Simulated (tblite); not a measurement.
Species: C₆H₄NP.
SMILES: `C#Cc1ccncp1`

Method: GFN2-xTB as coded in tblite; computed harmonic values from a numerical Hessian at the method's own geometry, unscaled. This tight-binding method is rough: wavenumbers can miss measured ones by several per cent, in bad cases by 10 to 20.

Harmonic wavenumbers (cm⁻¹): 101.4, 123.3, 210.5, 283.7, 361.6, 421.0, 469.1, 519.3, 611.3, 636.6, 650.9, 685.8, 786.4, 799.7, 846.2, 856.7, 905.9, 1078.5, 1141.2, 1213.9, 1239.7, 1311.0, 1360.3, 1480.3, 1521.2, 2235.6, 2993.0, 3046.7, 3062.2, 3394.1.

A = 3785, B = 1454, C = 1050 MHz; mass 121.008 u (most abundant isotopes); point group Cs, symmetry number 1.

Question: Zero-point energy?

Answer: ½Σν̃ = 17174 cm⁻¹ = 49.10 kcal/mol.

Question: What is S at 350 K and 1 bar for an ideal gas of classical rigid rotors and harmonic oscillators?

Answer: Translation 41.11, rotation 28.89, vibration 19.71: S = 89.7 cal/(mol K).

Question: And Cp and H(350 K) − H(0)?

Answer: Cp = 32.52 cal/(mol K), of which vibrations give 24.57 (their classical limit is 30 R = 59.6); H(350 K) − H(0) = 6.79 kcal/mol without the zero-point energy, 4.01 from vibrations.

Question: Blend soft modes into free rotors: weight 1/[1 + (100 cm⁻¹/ν̃)⁴] for the oscillator and the rest for a rotor with moment μB/(μ + B), μ = h/(8π²ν), B = 10⁻⁴⁴ kg m². What vibrational entropy results?

Answer: 19.19 cal/(mol K) in place of 19.71, which changes −T·S at 350 K by +0.18 kcal/mol.

Question: How do the functions run with temperature in this model?

Answer: 
```tsv
T (K)	S (cal/(mol K))	Cp (cal/(mol K))	H − H(0) (kcal/mol)	G − H(0) (kcal/mol)	ln q(vib)
100	63.2	13.4	1.01	-5.31	0.53
200	74.9	21.2	2.73	-12.24	1.82
300	85.0	29.0	5.25	-20.24	3.34
500	102.8	40.8	12.33	-39.07	6.67
800	124.3	50.6	26.19	-73.27	11.56
1000	136.1	54.5	36.72	-99.34	14.57
```

q(vib) and H(0) count from the zero-point level.

Question: Which modes carry the vibrational entropy at 350 K?

Answer: 101.4 cm⁻¹: 3.74; 123.3 cm⁻¹: 3.36; 210.5 cm⁻¹: 2.34; 283.7 cm⁻¹: 1.79; 361.6 cm⁻¹: 1.37; 421.0 cm⁻¹: 1.13 cal/(mol K); the other 24 give 5.98 together.

Question: What must be added to the electronic energy to get the Gibbs energy at 350 K and 1 bar?

Answer: ZPE + [H(350 K) − H(0)] − T·S = 49.10 + 6.79 − 31.40 = 24.49 kcal/mol.

Hindered rotation and anharmonicity are outside this model.
